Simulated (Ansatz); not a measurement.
`C=C1N[SiH]1N` + `F[SiH](Cl)Cl` → `C=C1N[SiH]1Cl` + `N[SiH](F)Cl` at 600 K and 1 bar (redistribution).

Isolated molecules relaxed with PBE0-D4/def2-TZVP in Ansatz; ΔE leaves out vibrations. CCSD(T)/CBS is the MP2 limit (def2-TZVPP, def2-QZVPP) plus CCSD(T) − MP2 in def2-TZVPP, frozen cores. One conformer a species, not always the lowest.

```csv
species,CCSD(T)/CBS energy (Eh),H − E (kJ/mol),S (J/(mol·K))
`C=C1N[SiH]1N`,-478.17866,277.2,429.6
`F[SiH](Cl)Cl`,-1309.19911,80.8,368.7
`C=C1N[SiH]1Cl`,-882.06220,205.5,413.0
`N[SiH](F)Cl`,-905.31614,152.4,387.3
```

H − E and S are ideal-gas, rigid-rotor, harmonic terms from PBE0-D4/def2-TZVP, for one conformer and one mirror image of each species. 1 Eh = 2625.50 kJ/mol, R = 8.31446 J/(mol·K).

By hand: ΔE, ΔH, ΔS and ΔG.

ΔE = (-882.06220) + (-905.31614) − (-478.17866) − (-1309.19911) = -0.00057 Eh = -1.5 kJ/mol. Δ(H − E) = 205.5 + 152.4 − 277.2 − 80.8 = -0.1, so ΔH = -1.6 kJ/mol. ΔS = 413.0 + 387.3 − 429.6 − 368.7 = 2.0 J/(mol·K). ΔG = -1.6 − 600 × (2.0)/1000 = -2.8 kJ/mol.

By hand: the equilibrium constant, and the temperature at which ΔG would vanish if ΔH and ΔS stayed fixed.

log₁₀ K = −ΔG/(RT ln 10) = 0.2. ΔH and −TΔS have one sign here, so there is no such temperature. One of them is within its doubt of zero, so this could turn.

TΔS isn't small against ΔH here. The sign of ΔG lies within the doubt. A doubt of 5 kJ/mol in ΔE shifts log₁₀ K by 0.4 here. Other conformers and mirror images would add mixing entropy, several J/(mol·K) or more a flexible species. These are equilibria of isolated gas molecules and say nothing of rates. Largest T1 diagnostic: 0.013 (customary marks: 0.02 for closed shells, 0.045 for open ones).
